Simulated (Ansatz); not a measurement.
Coupled-cluster run, C3H5FSi (`FCC1=C[SiH2]1`).

```yaml
crystal:
  periodic: [false, false, false]
  atoms:
    - {symbol: F, position_ang: [-0.695438, 0.182920, -2.268375]}
    - {symbol: C, position_ang: [-0.363990, -0.759843, -1.317114]}
    - {symbol: C, position_ang: [0.000042, -0.133229, -0.034434]}
    - {symbol: C, position_ang: [0.370446, -0.521925, 1.185597]}
    - {symbol: Si, position_ang: [0.294536, 1.275972, 1.063456]}
    - {symbol: H, position_ang: [-1.225776, -1.423909, -1.188909]}
    - {symbol: H, position_ang: [0.474409, -1.348019, -1.706186]}
    - {symbol: H, position_ang: [0.538782, -1.470681, 1.680506]}
    - {symbol: H, position_ang: [-0.830498, 2.047637, 1.641934]}
    - {symbol: H, position_ang: [1.520686, 2.099977, 0.946525]}
basis:
  gaussian: {orbitals: def2-SVP}
correlation: {method: ccsd_t}
```

```sh
$ ansatz run in.yaml --threads 4 --pin off --events-out ev --progress --plain --max-ram 10444MiB
```

Log, shortened:

```
Functional definition: HF
  name "HF"
  cite "Fock, Z. Phys. 61, 126 (1930) doi:10.1007/BF01340294"
  parent pbe
  exchange = exact_x
  correlation = 0
990 factors; integrals over basis functions are off by at most 1.2e-3 eV
mean field evaluation 1: about -13726.7052 eV, gradient 3.0e1 eV
mean field evaluation 2: about -13726.7868 eV, gradient 3.0e1 eV
mean field evaluation 4: about -13729.3024 eV, gradient 3.4e0 eV
mean field evaluation 8: about -13729.3434 eV, gradient 2.1e-1 eV
mean field -13729.34365317 eV, -504.5440731706 hartree, gradient 1.2e-6 eV, S^2 0.000000; 0 other end points of the search recorded, 0 dependent functions left out
9 core orbitals not correlated: weight in the atoms' cores, before any rotation towards them, 1.000 or more for the frozen orbitals, at most 0.000 for the correlated occupied ones
reference -13729.34365317 eV, -504.5440731706 hartree; 14, 14 occupied and 76, 76 virtual orbitals, 990 factors
second order -18.26172672 eV of doubles, -0.00000000 eV of singles
cycle   1  -18.84927499 eV  change   -5.9e-1 eV  update   9.9e-2
cycle   2  -19.37325503 eV  change   -5.2e-1 eV  update   3.1e-2
cycle   3  -19.48185007 eV  change   -1.1e-1 eV  update   1.4e-2
cycle   4  -19.47890606 eV  change    2.9e-3 eV  update   4.1e-3
cycle   5  -19.47856319 eV  change    3.4e-4 eV  update   1.5e-3
cycle   6  -19.47865205 eV  change   -8.9e-5 eV  update   4.7e-4
cycle   7  -19.47849595 eV  change    1.6e-4 eV  update   1.6e-4
cycle   8  -19.47845038 eV  change    4.6e-5 eV  update   5.7e-5
cycle   9  -19.47845741 eV  change   -7.0e-6 eV  update   2.2e-5
perturbative correction -0.62130048 eV, -0.0228323716 hartree
Total energy: -13749.44341106 eV, -505.2827256491 hartree
```

Hardware: 4 threads of an Arm Neoverse V2 on a shared host. Wall time 3.5 s, peak host memory 0.41 GiB.

The correlation energy is -20.100 eV, 3.1 % of it from (T); the T1 diagnostic reads 0.0121.
